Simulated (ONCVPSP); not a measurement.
# Scattering properties, ONCV potential for mercury (Hg)

| Property | Result |
| --- | --- |
| Element | mercury (Hg) |
| Generator | ONCVPSP 4.0.1 |
| Type | optimised norm-conserving Vanderbilt (ONCV) |
| Functional | Wu-Cohen |
| Relativity | scalar-relativistic |
| Frozen core | [Xe] 4f14 |
| Valence charge | 12 |
| Reference configuration | 5d10 6s1 6p1 |
| Partial waves | 6s: rc 1.75 bohr, ncon 3, nbas 7, qcut 3.2 1/bohr, 2 projectors, debl 0.4 Ha; 6p: rc 2.80 bohr, ncon 4, nbas 8, qcut 3.1 1/bohr, 2 projectors, debl 3.5 Ha; 5d: rc 1.50 bohr, ncon 4, nbas 7, qcut 6.4 1/bohr, 2 projectors, debl 1.5 Ha |
| Local potential | polynomial inside 1.15 bohr (lpopt 4, dvloc0 -1 Ha) |
| Core correction | polynomial model core, fcfact 0.65 |

The phase is arctan(r·R′/R) of the radial function R(r), unwrapped; energies in Ha, scanned from -2 to 5 Ha. A pole is an energy at which the radial function vanishes at the test radius. The pseudo phase is shifted by a multiple of π to meet the all-electron one at the reference energy, and phase errors are pseudo minus all-electron; the curves can meet again beyond the range given. Levels narrower than the energy grid can be missing from the lists of poles.

| channel | radius (bohr) | reference energy (Ha) | poles, all-electron | poles, pseudo | unbroken range about the reference energy with phases within 0.05 rad | phase error 1 Ha above the reference energy (rad) |
| --- | --- | --- | --- | --- | --- | --- |
| s | 1.77 | -0.31 | 4.10 | 4.18 | the whole range | +0.000 |
| p | 2.85 | -0.07 | 0.97, 4.81 | 0.78, 1.08, 4.70 | below 0.8 | -3.035 |
| d | 1.52 | -0.44 | 1.46 | 1.46 | the whole range | +0.000 |

Note: ghosts flagged at negative energy: s at -102.3 eV; GHOST(+) flagged for p at 24.1 eV, s at 210.5 eV. A true bound ghost makes a file unfit for plane-wave use.

Phases in the s channel:

```
E (Ha)  all-electron  pseudo
 -1.98         1.136   1.138
 -1.62         1.049   1.051
 -1.26         0.922   0.922
 -0.90         0.717   0.717
 -0.54         0.373   0.373
 -0.18        -0.131  -0.132
  0.18        -0.620  -0.620
  0.54        -0.941  -0.941
  0.90        -1.133  -1.133
  1.26        -1.253  -1.253
  1.62        -1.335  -1.334
  1.98        -1.393  -1.392
  2.34        -1.438  -1.437
  2.70        -1.474  -1.472
  3.06        -1.504  -1.501
  3.42        -1.529  -1.526
  3.78        -1.552  -1.548
  4.14        -1.573  -1.569
  4.50        -1.593  -1.588
  4.86        -1.613  -1.607
```
